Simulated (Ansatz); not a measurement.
Start from `[CH3][Al-]1([CH3])[O]C=CC=[O+]1` and change one atom or group to get `[CH3][Al-]1([OH])[O]C=CC=[O+]1`.

Ansatz, PBE0-D4/def2-TZVP geometries, multiplicity 1. Each molecule was computed in one conformer, which needn't be the lowest.

```json
{"property": "HOMO energy (B3LYP/def2-TZVPP) / eV", "`[CH3][Al-]1([CH3])[O]C=CC=[O+]1`": "-6.69"}
{"property": "HOMO energy (ωB97M-V/def2-TZVPP) / eV", "`[CH3][Al-]1([CH3])[O]C=CC=[O+]1`": "-9.08"}
{"property": "HOMO energy (PBE/def2-TZVPP) / eV", "`[CH3][Al-]1([CH3])[O]C=CC=[O+]1`": "-5.70"}
{"property": "HOMO–LUMO gap (PBE/def2-TZVPP) / eV", "`[CH3][Al-]1([CH3])[O]C=CC=[O+]1`": "2.50"}
{"property": "HOMO–LUMO gap (PBE0/def2-TZVPP) / eV", "`[CH3][Al-]1([CH3])[O]C=CC=[O+]1`": "4.60"}
{"property": "LUMO energy (PBE/def2-TZVPP) / eV", "`[CH3][Al-]1([CH3])[O]C=CC=[O+]1`": "-3.20"}
```

Problem. What does the change do to each property? (Estimate.)

Solution. Ansatz gave: 
```
                             property  `[CH3][Al-]1([OH])[O]C=CC=[O+]1`  shift
  HOMO energy (B3LYP/def2-TZVPP) / eV                             -7.30  -0.61
HOMO energy (ωB97M-V/def2-TZVPP) / eV                             -9.69  -0.61
    HOMO energy (PBE/def2-TZVPP) / eV                             -6.24  -0.54
  HOMO–LUMO gap (PBE/def2-TZVPP) / eV                              3.06   0.56
 HOMO–LUMO gap (PBE0/def2-TZVPP) / eV                              5.23   0.63
    LUMO energy (PBE/def2-TZVPP) / eV                             -3.18   0.02
```

B3LYP here is the variant with VWN-RPA as its local correlation; programs differ in this.
